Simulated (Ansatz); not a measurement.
Spectroscopic constants of NaBe, multiplicity 2 (lowest of 2S+1 = 2, 4 at CCSD(T)/def2-TZVPP on PBE0 minima; our sources give no spin for the ground state, which may be another).

D_e counts from the fitted minimum to each atom's lowest state at the same level, without counterpoise.

Correlated levels freeze the inner cores; with def2 sets outer-core shells near the valence are correlated too.

Run with Ansatz (an electronic-structure program) with Gaussian orbitals. Each number belongs to the level named beside it.

| level | bond energy D_e (kJ/mol) |
|---|---|
| PBE/def2-TZVPP | 41.4 |
| r2SCAN/def2-TZVPP | 43.5 |
| B97M-V/def2-TZVPP | 25.4 |
| BHLYP/def2-TZVPP | 21.8 |
| wB97X-V/def2-TZVPP | 19.2 |
| wB97M-V/def2-TZVPP | 14.0 |
| B2PLYP/def2-TZVPP | 19.4 |
| CCSD/def2-QZVPP | (withheld) |
| CCSD(T)/def2-QZVPP | (withheld) |

Problem. What belongs in the gaps?

Solution. 
- CCSD/def2-QZVPP, bond energy D_e (kJ/mol): 12.1
- CCSD(T)/def2-QZVPP, bond energy D_e (kJ/mol): 15.4

Doubts at one or more of the structures used: a spin-contaminated determinant (CCSD/def2-QZVPP, CCSD(T)/def2-QZVPP).
